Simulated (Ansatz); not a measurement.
Program: Ansatz. Geometries: PBE0-D4/def2-TZVP. ΔE: electronic, gas phase. CBS: MP2 limit from def2 TZ/QZ plus the TZ coupled-cluster correction, frozen cores. Functionals use def2-TZVPP. Each species was taken in one conformer, which may not be the lowest.

Reaction (isomerisation): `[CH3][AlH][CH]1CC1` → `C=[CH][Al]([CH3])[CH3]`

| level | ΔE (kcal/mol) |
| --- | --- |
| PBE-D4 | -13.5 |
| B2PLYP | -17.1 |

Q: What does CCSD(T)/CBS give? (Best estimate.)

A: The calculation gave: -16.4 kcal/mol. The listed levels differ from it by 2.9, -0.7 kcal/mol.

Largest T1 diagnostic among the species: 0.010.

From PBE to PBE0 (25 % exact exchange), in def2-TZVPP and without D4, ΔE moves by +1.6 kcal/mol. In def2-TZVPP, CCSD(T) changes the Hartree–Fock value by +2.4 kcal/mol (the triples alone add −0.2 kcal/mol) and MP2 by +5.1 kcal/mol.
